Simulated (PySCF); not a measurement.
The group X on silaethenyl-X is varied. Isolated molecules, 0 K electronic values unless said otherwise. One relaxed conformer stands for each flexible species; it need not be the lowest. Strings in code marks are SMILES.

These are ωB97X-D3(BJ)/def2-TZVP // PBE0-D3(BJ)/def2-TZVP in PySCF 2.14.0 values and carry that method's errors. Excitations are Tamm–Dancoff values on a coarser integration grid. The basis has no diffuse functions, so Rydberg states are missing or too high.

```
species                                                                        S1 excitation (TDA) (eV)  brightest of the four lowest singlets (TDA) (eV)  S1–T1 gap (TDA) (eV)  S1 oscillator strength
-----------------------------------------------------------------------------  ------------------------  ------------------------------------------------  --------------------  ----------------------
X = fluoro (`C=[SiH]F`)                                                                            5.56                                              5.94                  2.12                   0.048
X = dimethylamino (`CN([SiH]=C)C` (C–Si–N–C torsion 180°))                                         5.51                                              5.51                  2.06                   0.337
X = carboxy                                                                                        4.79                                              5.19                  2.20                   0.001
X = hydroxymethyl (`OC[SiH]=C` (C–Si–C–O torsion -4°, Si–C–O–H torsion -47°))                      5.69                                              5.69                  2.62                   0.339
X = selanyl (`[SiH](=C)[SeH]` (C–Si–Se–H torsion 0°))                                              4.94                                              5.34                  1.88                   0.004
X = propynyl                                                                                       5.12                                              5.12                  2.38                   0.417
```
